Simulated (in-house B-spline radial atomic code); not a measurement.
**CAM-B3LYP excitations of P5+**

Method: CAM-B3LYP. Computed with a B-spline radial code for spherical atoms: linear response of the closed shell [He] 2s2 2p6 with the functional's adiabatic kernel; non-relativistic, point nucleus, no spin-orbit coupling, no double excitations, S, P, D and F terms only. Only terms of natural parity with L up to 3 were computed.

Command:
```bash
python run_td.py task.json out
```
Settings (radii: box in bohr, nucleus in fm):
```
Z                        15
electrons                10
configuration            [He] 2s2 2p6
hamiltonian              nr
method                   camb3lyp
box_radius               16.35
intervals                50
```

Time taken, with all properties: 0.4 s on 1 thread of Intel(R) Xeon(R) Platinum 8488C (Sapphire Rapids), with other jobs on the host.

The lowest states, in the order of their Tamm-Dancoff energies; the method's threshold (minus the highest occupied level) is 206.79 eV. Labels give the largest channel, * marks a mixed state, and oscillator strengths are full-response dipole values. Semilocal kernels can invert the small singlet-triplet splittings of Rydberg terms. Energies in eV:

| state | full response | Tamm-Dancoff | oscillator strength |
| --- | --- | --- | --- |
| 2p → 3s 3P | 128.39 | 128.40 | - |
| 2p → 3s 1P | 129.81 | 129.83 | 0.189 |
| 2p → 3p 3S | ? | ? | - |
| 2p → 3p 3D | 139.54 | 139.56 | - |
| 2p → 3p 1D | 140.73 | 140.73 | - |
| 2p → 3p 1S | 146.83 | 147.33 | - |
| 2p → 3d 3P | ? | ? | - |
| 2p → 3d 3F | 154.93 | 154.94 | - |
| 2p → 3d 1F | 155.79 | 155.79 | - |
| 2p → 3d 1P | 157.81 | 157.91 | 1.14 |
| 2p → 4s 3P | 168.97 | 168.97 | - |
| 2p → 4s 1P | 169.35 | 169.35 | 0.037 |
| 2p → 4p 3S | 172.54 | 172.55 | - |
| 2p → 4p 3D | 172.94 | 172.95 | - |
| 2p → 4p 1D | 173.26 | 173.27 | - |
| 2p → 4p 1S | 174.78 | 174.88 | - |
| 2p → 4d 3P | 178.24 | 178.24 | - |
| 2s → 3s 3S | 178.26 | 178.27 | - |
| 2p → 4d 3F | 178.32 | 178.33 | - |
| 2p → 4d 1F | 178.61 | 178.61 | - |
| 2p → 4d 1P | 179.49 | 179.54 | 0.422 |
| 2p → 4f 3D | 179.61 | 179.61 | - |

**Question.** Where does 2p → 3p 3S lie?

**Answer.** At 138.52 eV in full response, 138.57 eV in Tamm-Dancoff.

**Question.** Where does 2p → 3d 3P lie?

**Answer.** At 154.69 eV in full response, 154.70 eV in Tamm-Dancoff.

**Question.** How large is the singlet-triplet splitting of 2p → 3s (P terms) in Tamm-Dancoff?

**Answer.** 1.43 eV, from the unrounded values.

**Question.** What polarisabilities and dispersion coefficient does the method give?

**Answer.** Dipole 0.1098 bohr³, quadrupole 0.05737 bohr⁵, C6 0.06693 hartree·bohr⁶ for two such species.
